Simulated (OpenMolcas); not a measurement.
Fe3+: moving the ligands

Fe3+ with 4 ligands (fluoride) in square-planar coordination (D4h) at 1.8 Å. A charge of +0.25 e stands 2.4 Å behind each ligand. Ligand basis ANO-RCC-VDZP.
```
Fe    0.0000    0.0000    0.0000
F     1.8000    0.0000    0.0000
F     0.0000    1.8000    0.0000
F    -1.8000    0.0000    0.0000
F     0.0000   -1.8000    0.0000
```

```yaml
Program: OpenMolcas 26.06
Method: CASSCF
Basis: ANO-RCC-VTZP [6s5p3d2f1g]
Scalar_Hamiltonian: DKH2, point nucleus
Active_space: 5 electrons in 5 orbitals (3d)
State_averaging: 2S+1 = 6 even, 1 root; 2S+1 = 4 even, 24 roots; 2S+1 = 2 even, 75 roots
Spin-orbit_coupling: RASSI with atomic mean-field integrals over the reference wave functions
```

Runs around this geometry, states (labels of D4, the rotations of D4h). Energies in cm-1 above the lowest state or level, χT in cm3 K/mol.

```csv
R (Å),Ground state,First gap with spin-orbit (degeneracies),χT at 300 K,First state of another spin
1.72,6A1,"1.7 (2, 2)",4.384,4B1 13842
1.8,6A1,"0.9 (2, 2)",4.385,4E 19298
1.88,6A1,"0.6 (2, 2)",4.385,4E 22938
```

Without dynamic correlation the repulsion within the d shell is too large (B by tens of per cent), so at a given field states of lower spin stand too high. Ligand-to-metal charge-transfer states are missing. With no ligand orbital active B as a rule stays too high, so bands that hang on it stand too high and its fall with covalency is understated. With metal d orbitals alone and no dynamic correlation the field as a rule comes out too small, by tens of per cent, by up to half for chloride and softer ligands. This shell can be high or low spin here, a state of another spin lies low, and with metal d orbitals alone active their balance is uncertain, so the ground spin may be wrong (holds for R = 1.72). No measured value stands beside these numbers; the geometry is a model, was not optimised and need not be the one that this ion takes.
